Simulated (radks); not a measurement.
Species: Au+. Configuration: [Kr] 4d10 4f14 5s2 5p5 5d10 6s1 (not the ground configuration). Method: scalar-relativistic Kohn-Sham, HCTH/407, spin-polarised, spherical densities, finite nucleus; open shells are filled with parallel spins first (spin-orbit coupling, left out, can overturn this in heavy ions); Fermi nuclear charge, rms radius 5.4371 fm; computed with a radial shooting solver on a logarithmic mesh with Libxc functionals.

Local quantities along the radius. ELF = 1/(1 + alpha^2) is the electron localisation function; alpha = (tau - tau_W)/tau_unif compares the Pauli kinetic energy density with that of the uniform gas (summed over spins); -r V(r) is the screened charge that the Kohn-Sham potential of spin up presents (atomic units); s = |grad rho|/(2 (3 pi^2)^(1/3) rho^(4/3)) is the reduced gradient. tau is taken from the large components.

r (bohr)	ELF	alpha	-r V(r)	s
0.001178	0.999	0.02382	78.41	0.8301
0.001382	0.999	0.02508	78.30	0.7734
0.001609	0.999	0.02661	78.18	0.7282
0.001873	0.999	0.02856	78.05	0.6906
0.00218	0.999	0.03103	77.89	0.6601
0.002559	0.999	0.03440	77.70	0.6351
0.002979	0.999	0.03857	77.48	0.6176
0.003468	0.998	0.04405	77.24	0.6059
0.004069	0.997	0.05182	76.94	0.5999
0.004737	0.996	0.06195	76.61	0.5999
0.005515	0.994	0.07605	76.22	0.6057
0.006472	0.991	0.09746	75.76	0.6180
0.007534	0.984	0.1276	75.26	0.6355
0.008771	0.971	0.1730	74.68	0.6582
0.01021	0.944	0.2430	74.03	0.6845
0.01198	0.885	0.3596	73.24	0.7120
0.01395	0.779	0.5325	72.39	0.7293
0.01624	0.620	0.7832	71.43	0.7237
0.01906	0.449	1.108	70.29	0.6722
0.02219	0.350	1.361	69.09	0.5704
0.02583	0.338	1.400	67.77	0.4396
0.03031	0.415	1.187	66.21	0.3270
0.03529	0.547	0.9092	64.57	0.2815
0.04108	0.671	0.6995	62.75	0.2940
0.04782	0.736	0.5988	60.76	0.3436
0.05612	0.725	0.6159	58.48	0.4128
0.06533	0.627	0.7706	56.11	0.4682
0.07606	0.466	1.071	53.56	0.4712
0.08925	0.353	1.354	50.70	0.3772
0.1039	0.389	1.254	47.83	0.2536
0.121	0.540	0.9223	44.81	0.2102
0.142	0.684	0.6789	41.50	0.2667
0.1653	0.711	0.6373	38.27	0.3719
0.1924	0.594	0.8260	34.96	0.4774
0.224	0.367	1.313	31.58	0.4829
0.2628	0.285	1.583	28.05	0.2922
0.306	0.445	1.118	24.75	0.1577
0.3562	0.648	0.7365	21.52	0.1977
0.418	0.717	0.6276	18.32	0.3200
0.4866	0.660	0.7169	15.55	0.4551
0.5665	0.500	1.001	13.08	0.5689
0.6648	0.333	1.415	10.81	0.5758
0.7739	0.331	1.420	8.970	0.4614
0.901	0.476	1.048	7.405	0.3954
1.049	0.603	0.8106	6.035	0.4381
1.231	0.617	0.7884	4.797	0.5417
1.433	0.551	0.9036	3.854	0.6592
1.668	0.456	1.091	3.138	0.7892
1.958	0.367	1.314	2.600	0.9556
2.279	0.302	1.519	2.235	1.175
2.653	0.250	1.734	1.950	1.493
3.113	0.192	2.055	1.704	2.003
3.625	0.126	2.629	1.524	2.820
4.22	0.067	3.724	1.367	4.365
4.912	0.033	5.430	1.331	7.186
5.765	0.015	7.982	1.442	12.77
6.711	0.006	13.04	1.381	24.48
7.813	0.001	27.05	1.237	52.97

On this mesh the ELF has minima near r = 0.026, 0.089, 0.26, 0.77 bohr, which separate the shells, and maxima near 0.048 (0.74), 0.17 (0.71), 0.42 (0.72), 1.2 (0.62).
